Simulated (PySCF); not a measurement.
A calculated (PBE, PySCF 2.14, dyall-av3z, the spin-free X2C one-electron Hamiltonian (Gaussian nucleus)) atom or ion has these occupied shells.

```
shell  electrons  orbital energy (eV)  rms radius, mean of both spins (bohr)
 1s α          1              -2431.2                                  0.112
 1s β          1              -2430.9                                  0.112
 2s α          1              -237.32                                  0.522
 2s β          1              -236.99                                  0.522
 2p α          3              -182.27                                  0.494
 2p β          3              -181.81                                  0.494
 3s α          1              -40.306                                   1.69
 3s β          1              -37.776                                   1.69
 3p α          2              -28.939                                   1.89
```

Q: Name the element and its charge.

A: S(2+) (sulfur, charge +2), in [Ne] 3s2 3p2, high-spin 3P determinant.
